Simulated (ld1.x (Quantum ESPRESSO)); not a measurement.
## gallium (Ga): excitation energies, all-electron against TM

| Property | Result |
| --- | --- |
| Element | gallium |
| Generator | ld1.x (Quantum ESPRESSO) 7.5 |
| Type | norm-conserving Troullier–Martins (Kleinman–Bylander form) |
| Functional | PBEsol |
| Relativity | scalar-relativistic |
| Frozen core | [Ar] |
| Valence charge | 13 |
| Reference configuration | 3d10 4s2 4p1 |
| Partial waves | 4s (bound): rc 1.60 bohr; 4p (bound): rc 2.65 bohr; 3d (bound): rc 1.15 bohr |
| Local potential | all-electron potential smoothed inside 1.80 bohr (lloc = -1) |
| Core correction | none |

Energies are relative to the spin-unpolarised reference configuration 3d10 4s2 4p1; without spin polarisation the order of configurations can differ from experiment.

```json
{"valence configuration": "3d10 4s0 4p0", "charge": "+3", "ΔE all-electron (eV)": "57.936", "error AE − PS (meV)": "+14"}
{"valence configuration": "3d9 4s0 4p0", "charge": "+4", "ΔE all-electron (eV)": "121.781", "error AE − PS (meV)": "-54"}
{"valence configuration": "3d9 4s2 4p2", "charge": "0", "ΔE all-electron (eV)": "20.321", "error AE − PS (meV)": "-312"}
{"valence configuration": "3d9 4s2 4p1", "charge": "+1", "ΔE all-electron (eV)": "27.710", "error AE − PS (meV)": "-252"}
{"valence configuration": "3d10 4s1 4p2", "charge": "0", "ΔE all-electron (eV)": "6.551", "error AE − PS (meV)": "+2.9"}
```

Problem. What are ΔE and the potential's error for 3d10 4s1 4p0?

Solution. ΔE = 26.815 eV all-electron; the error (AE − PS) is -5.1 meV.

Problem. What are ΔE and the potential's error for 3d10 4s2 4p0?

Solution. ΔE = 5.679 eV all-electron; the error (AE − PS) is -1.5 meV.

ld1.x printed “convergence not achieved” for 5 of the counted tests; their residual had stalled under 1e-8, short of the target of 1e-14.
